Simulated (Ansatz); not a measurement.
```yaml
crystal:
  periodic: [false, false, false]
  atoms:
    - {symbol: N, position_ang: [-0.662098, 1.611755, -0.652579]}
    - {symbol: Ge, position_ang: [0.446226, 0.106195, -0.955333]}
    - {symbol: C, position_ang: [0.234425, -2.035579, 1.046726]}
    - {symbol: N, position_ang: [0.647043, -1.245721, 1.788949]}
    - {symbol: H, position_ang: [-1.772518, 1.347030, -1.004517]}
    - {symbol: H, position_ang: [-0.623997, 2.193161, -0.169053]}
    - {symbol: H, position_ang: [1.714050, 1.013486, -0.548592]}
    - {symbol: H, position_ang: [0.149933, -2.796006, 0.308905]}
basis:
  gaussian: {orbitals: aug-cc-pVDZ, fitting: {mean_field: def2-universal-jkfit}, nuclear_model: gaussian}
magnetization: {spin_polarized: true, initial_magnetization: 1}
hamiltonian: {xc: {name: wB97X}}
scf: {lower_state_search: light}
output: {forces: true}
```

```sh
$ ansatz run in.yaml --threads 2 --pin off --events-out ev --progress --plain --max-ram 4352MiB
```

Output, abridged:

```
Error: a molecule whose nuclei and cores have a total charge of 56 cannot have a net charge of 0 together with 1 unpaired electrons
```

Task: What is wrong with this run?

Result: The number of unpaired electrons doesn't fit the electron count. The program refused the input.
